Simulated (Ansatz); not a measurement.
Consider the adduct formation: `[OH][Al]([OH])[OH]` + H₂Se → `[OH][Al-]([OH])([OH])[SeH2+]`.

Gas-phase electronic energies from Ansatz, PBE0-D4/def2-TZVP geometries. CBS: MP2 limit from def2 TZ/QZ plus the TZ coupled-cluster correction, frozen cores. DFT in def2-TZVPP. B3LYP here is the variant with VWN-RPA as its local correlation; programs differ in this. HSE06 is defined as in plane-wave codes. For Se outer-core shells are correlated without core-valence functions, which leaves a few kJ/mol of doubt a bond. Scalar relativity is left out up to krypton. One conformer a species, not always the lowest.

```csv
level,ΔE (kcal/mol),difference from CCSD(T)/CBS
LDA (SPW92),-14.7,-4.3
PBE-D4,-11.4,-1.0
revPBE-D4,-10.9,-0.5
BLYP-D4,-9.4,1.0
B97M-V,-9.7,0.7
PBE0-D4,-11.3,-0.9
B3LYP-D4,-9.7,0.7
r2SCAN0-D4,-10.9,-0.5
HSE06-D4,-11.2,-0.8
BHLYP-D4,-10.2,0.2
CAM-B3LYP-D4,-9.6,0.8
ωB97X-V,-10.3,0.1
ωB97M-V,-10.1,0.3
B2PLYP,-7.6,2.8
PBE-QIDH,-10.1,0.3
PBE,-9.1,1.3
BLYP,-4.7,5.7
PBE0,-9.3,1.1
B3LYP,-6.0,4.4
r2SCANh,-10.3,0.1
r2SCAN0,-10.2,0.2
HSE06,-9.3,1.1
BHLYP,-6.9,3.5
CAM-B3LYP,-7.4,3.0
LC-ωPBE,-9.0,1.4
HF/def2-SVP,-5.4,5.0
MP2/def2-SVP,-9.4,1.0
CCSD/def2-SVP,-8.7,1.7
CCSD(T)/def2-SVP,-9.2,1.2
HF/def2-TZVPP,-3.7,6.7
MP2/def2-TZVPP,-10.0,0.4
SCS-MP2/def2-TZVPP,-8.7,1.7
CCSD/def2-TZVPP,-8.9,1.5
CCSD(T)/def2-TZVPP,-9.7,0.7
HF/def2-QZVPP,-3.6,6.8
MP2/def2-QZVPP,-10.3,0.1
SCS-MP2/def2-QZVPP,-9.0,1.4
HF/CBS(def2),-3.6,6.8
MP2/CBS(def2),-10.6,-0.2
CCSD/CBS(def2),-9.5,0.9
CCSD(T)/CBS,-10.4,0
```

Largest T1 diagnostic among the species: 0.012.

In def2-TZVPP, CCSD(T) changes the Hartree–Fock value by −6.0 kcal/mol (the triples alone add −0.9 kcal/mol) and MP2 by −6.2 kcal/mol. Leaving LDA and LC-ωPBE aside and taking each functional with its dispersion term where it has one, the values spread over 3.8 kcal/mol, from PBE-D4 to B2PLYP. LDA lies −5.6 kcal/mol from PBE without D4.
